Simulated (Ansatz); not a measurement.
Nudged elastic band run: BClH$_{4}$SeSi

input.yaml

```yaml
crystal:
  periodic: [false, false, false]
  atoms:
    - { symbol: Si, position_ang: [-0.118274, 1.023775, -0.379694] }
    - { symbol: B, position_ang: [0.592885, -0.83167, -0.041344] }
    - { symbol: Cl, position_ang: [2.088076, -1.343023, -0.853886] }
    - { symbol: Se, position_ang: [-0.230713, -2.135536, 1.11921] }
    - { symbol: H, position_ang: [-0.401535, 1.198696, -1.827419] }
    - { symbol: H, position_ang: [-1.367824, 1.273663, 0.383669] }
    - { symbol: H, position_ang: [0.895315, 2.032658, 0.022301] }
    - { symbol: H, position_ang: [-1.36573, -1.275662, 1.521363] }
basis:
  gaussian: { orbitals: def2-mTZVP }
hamiltonian:
  xc: b3lyp
  dispersion: d4
neb:
  order_check: false
  images: 7
  f_tol: 0.03
  max_iterations: 60
  final_atoms:
    - { symbol: Si, position_ang: [-0.12039793, 1.24208728, -0.4738721] }
    - { symbol: B, position_ang: [0.27616743, -0.65135196, 0.10373934] }
    - { symbol: Cl, position_ang: [1.72029247, -1.46678536, -0.5204168] }
    - { symbol: Se, position_ang: [-0.93222333, -1.5282515, 1.31949523] }
    - { symbol: H, position_ang: [-0.30219402, 1.28604275, -1.94706762] }
    - { symbol: H, position_ang: [-1.35102629, 1.76082383, 0.17517263] }
    - { symbol: H, position_ang: [1.01862848, 2.12488724, -0.11603614] }
    - { symbol: H, position_ang: [-0.21704682, -2.82455128, 1.40318547] }
  initial_path:
    images:
      - { positions_ang: [[-0.118274, 1.023775, -0.379694], [0.592885, -0.83167, -0.041344], [2.088076, -1.343023, -0.853886], [-0.230713, -2.135536, 1.11921], [-0.401535, 1.198696, -1.827419], [-1.367824, 1.273663, 0.383669], [0.895315, 2.032658, 0.022301], [-1.36573, -1.275662, 1.521363]] }
      - { positions_ang: [[-0.09367778, 1.08773364, -0.37615544], [0.57011967, -0.74666338, -0.03180999], [2.02073541, -1.32019666, -0.89450159], [-0.24959176, -1.98399266, 1.20578545], [-0.41620716, 0.90650025, -1.60918608], [-1.31344024, 1.38376798, 0.42413045], [0.94514745, 2.08540357, -0.03187256], [-1.37088559, -1.46965173, 1.25780976]] }
      - { positions_ang: [[-0.06908155, 1.15169227, -0.37261687], [0.54735433, -0.66165675, -0.02227599], [1.95339483, -1.29737033, -0.93511717], [-0.26847051, -1.83244932, 1.29236091], [-0.43087933, 0.6143045, -1.39095317], [-1.25905649, 1.49387296, 0.4645919], [0.9949799, 2.13814913, -0.08604612], [-1.37604118, -1.66364146, 0.99425651]] }
      - { positions_ang: [[-0.04448533, 1.21565091, -0.36907831], [0.524589, -0.57665013, -0.01274198], [1.88605424, -1.27454399, -0.97573276], [-0.28734927, -1.68090598, 1.37893636], [-0.44555149, 0.32210874, -1.17272025], [-1.20467273, 1.60397794, 0.50505336], [1.04481235, 2.1908947, -0.14021969], [-1.38119677, -1.8576312, 0.73070327]] }
      - { positions_ang: [[-0.0198891, 1.27960955, -0.36553975], [0.50182366, -0.4916435, -0.00320797], [1.81871365, -1.25171766, -1.01634834], [-0.30622802, -1.52936263, 1.46551181], [-0.46022366, 0.02991299, -0.95448734], [-1.15028898, 1.71408291, 0.54551481], [1.0946448, 2.24364026, -0.19439325], [-1.38635236, -2.05162093, 0.46715003]] }
      - { positions_ang: [[-0.04501631, 1.27022898, -0.39262284], [0.44540961, -0.53157062, 0.02352886], [1.79410836, -1.30548458, -0.89236546], [-0.46272685, -1.52908485, 1.42900767], [-0.42071625, 0.34394543, -1.20263241], [-1.2004733, 1.72576814, 0.45292926], [1.07564072, 2.21395201, -0.17480397], [-1.09402598, -2.24485352, 0.70115889]] }
      - { positions_ang: [[-0.07014352, 1.26084842, -0.41970593], [0.38899555, -0.57149773, 0.05026569], [1.76950306, -1.35925151, -0.76838257], [-0.61922567, -1.52880707, 1.39250352], [-0.38120884, 0.65797787, -1.45077748], [-1.25065763, 1.73745337, 0.36034372], [1.05663664, 2.18426375, -0.1552147], [-0.80169959, -2.4380861, 0.93516775]] }
      - { positions_ang: [[-0.09527073, 1.25146785, -0.44678901], [0.33258149, -0.61142485, 0.07700251], [1.74489777, -1.41301843, -0.64439969], [-0.7757245, -1.52852928, 1.35599938], [-0.34170143, 0.97201031, -1.69892255], [-1.30084196, 1.7491386, 0.26775817], [1.03763256, 2.15457549, -0.13562542], [-0.50937321, -2.63131869, 1.16917661]] }
      - { positions_ang: [[-0.12039793, 1.24208728, -0.4738721], [0.27616743, -0.65135196, 0.10373934], [1.72029247, -1.46678536, -0.5204168], [-0.93222333, -1.5282515, 1.31949523], [-0.30219402, 1.28604275, -1.94706762], [-1.35102629, 1.76082383, 0.17517263], [1.01862848, 2.12488724, -0.11603614], [-0.21704682, -2.82455128, 1.40318547]] }
```

Command:

```bash
$ ansatz run input.yaml --threads 2 --pin off --max-ram 3072MiB --backend cpu --events-out ev --progress --plain --runs-dir out
```

Output, in part (warnings, iteration lines, the closing report on the highest movable image, with atoms numbered from 0):

```
NEB end point (image 0): max|allowed force component| = 1.619e-2 eV/Å (the criterion of neb.relax_end_points is 1.000e-2)
NEB end point (image 8): max|allowed force component| = 3.769e-3 eV/Å (the criterion of neb.relax_end_points is 1.000e-2)
NEB iter   1: max|band force component| = 2.684e1 eV/Å  barrier→ = 6.4336 eV  barrier← = 6.4392 eV  Δτ_max = 0.1973 Å  (233 SCF iters)
NEB iter   2: max|band force component| = 5.672e0 eV/Å  barrier→ = 2.0349 eV  barrier← = 2.0406 eV  Δτ_max = 0.2000 Å  (203 SCF iters)
NEB iter   3: max|band force component| = 3.130e0 eV/Å  barrier→ = 1.4752 eV  barrier← = 1.4808 eV  Δτ_max = 0.1789 Å  (199 SCF iters)
NEB iter   4: max|band force component| = 1.057e0 eV/Å  barrier→ = 1.2848 eV  barrier← = 1.2904 eV  Δτ_max = 0.2000 Å  (197 SCF iters)
NEB iter   5: max|band force component| = 7.260e-1 eV/Å  barrier→ = 1.0516 eV  barrier← = 1.0572 eV  Δτ_max = 0.2000 Å  (199 SCF iters)
NEB iter   6: max|band force component| = 6.192e-1 eV/Å  barrier→ = 0.8554 eV  barrier← = 0.8611 eV  Δτ_max = 0.1984 Å  (194 SCF iters)
NEB iter   7: max|band force component| = 4.670e-1 eV/Å  barrier→ = 0.7125 eV  barrier← = 0.7181 eV  CI = image 4  Δτ_max = 0.1996 Å  (191 SCF iters)
NEB iter   8: max|band force component| = 3.072e-1 eV/Å  barrier→ = 0.6749 eV  barrier← = 0.6805 eV  CI = image 4  Δτ_max = 0.1983 Å  (188 SCF iters)
NEB iter   9: max|band force component| = 2.180e-1 eV/Å  barrier→ = 0.6452 eV  barrier← = 0.6509 eV  CI = image 4  Δτ_max = 0.0627 Å  (185 SCF iters)
NEB iter  10: max|band force component| = 1.783e-1 eV/Å  barrier→ = 0.6424 eV  barrier← = 0.6480 eV  CI = image 4  Δτ_max = 0.0439 Å  (172 SCF iters)
NEB iter  11: max|band force component| = 7.151e-2 eV/Å  barrier→ = 0.6397 eV  barrier← = 0.6454 eV  CI = image 4  Δτ_max = 0.0818 Å  (175 SCF iters)
NEB iter  12: max|band force component| = 1.317e-1 eV/Å  barrier→ = 0.6370 eV  barrier← = 0.6427 eV  CI = image 4  Δτ_max = 0.0411 Å  (179 SCF iters)
NEB iter  13: max|band force component| = 9.023e-2 eV/Å  barrier→ = 0.6359 eV  barrier← = 0.6415 eV  CI = image 4  Δτ_max = 0.0409 Å  (170 SCF iters)
NEB iter  14: max|band force component| = 6.385e-2 eV/Å  barrier→ = 0.6351 eV  barrier← = 0.6407 eV  CI = image 4  Δτ_max = 0.0411 Å  (172 SCF iters)
NEB iter  15: max|band force component| = 4.654e-2 eV/Å  barrier→ = 0.6346 eV  barrier← = 0.6402 eV  CI = image 4  Δτ_max = 0.0252 Å  (170 SCF iters)
NEB iter  16: max|band force component| = 2.971e-2 eV/Å  barrier→ = 0.6344 eV  barrier← = 0.6400 eV  CI = image 4  Δτ_max = 0.0000 Å  (353 SCF iters)
Total energy: -86494.82787522 eV, -3178.6262961143 hartree
Atom 0 at    -0.093626     1.176624    -0.305527 Å, force     0.001970    -0.006720    -0.001165 eV/Å
Atom 1 at     0.594676    -0.637957     0.247781 Å, force     0.026176    -0.005028    -0.008707 eV/Å
Atom 2 at     2.208666    -1.178708    -0.190055 Å, force    -0.029559     0.009637     0.009864 eV/Å
Atom 3 at    -0.583403    -1.841353     1.360032 Å, force    -0.002265    -0.003021    -0.004961 eV/Å
Atom 4 at    -1.311166     0.973221    -1.132791 Å, force    -0.001842     0.000561     0.000653 eV/Å
Atom 5 at    -0.483208     1.922363     0.918369 Å, force     0.001831     0.001583     0.002067 eV/Å
Atom 6 at     0.890042     1.976755    -1.076112 Å, force    -0.000209     0.000294    -0.001151 eV/Å
Atom 7 at    -1.129780    -2.448044     0.122503 Å, force     0.003898     0.002694     0.003401 eV/Å
Dipole moment:    -0.042578     0.033227    -0.143871 e Å
```

The run converged. A vibrational analysis at the climbing image gives one clearly imaginary mode, 423i cm⁻¹: a first-order saddle point.

Final band:

| image | path coordinate (Å) | energy (kcal/mol) |
| --- | --- | --- |
| 0 | 0.00 | 0.0 |
| 1 | 0.97 | 0.2 |
| 2 | 1.93 | 0.5 |
| 3 | 2.90 | 4.2 |
| 4 | 3.87 | 14.6 |
| 5 | 4.68 | 7.4 |
| 6 | 5.49 | 0.9 |
| 7 | 6.31 | 0.3 |
| 8 | 7.12 | -0.1 |

The run took 3.1 min on 2 threads of Intel(R) Xeon(R) 6975P-C (Granite Rapids) (shared host), peak memory 0.3 GiB.
